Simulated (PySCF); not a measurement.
Be2F2. Atoms are numbered in the order given.

```xyz
4

F      0.0000     0.0000    -2.3970
Be     0.0000     0.0000    -1.0262
Be     0.0000     0.0000     1.0262
F      0.0000     0.0000     2.3970
```

Coordinates come from a PBE0-D3(BJ)/def2-TZVP optimisation. Other conformers were not sampled.

The numbers are results of M06-2X/def2-TZVPD in PySCF, not measurements.

The total energy comes out as -229.35558 hartree. The point group is D∞h and the highest occupied level is -9.33 eV. The lowest empty level comes out as -0.87 eV and the orbital gap is 8.47 eV. The dipole moment is 0.000 e·Å and the quadrupole, principal values (traceless, Buckingham form, about the centre of nuclear charge) is -15.48, 7.74, 7.74 D·Å. The mean static polarisability comes out as 33.7 bohr³ (4.99 Å³). The polarisability, principal values is 32.4, 32.4, 36.1 bohr³.
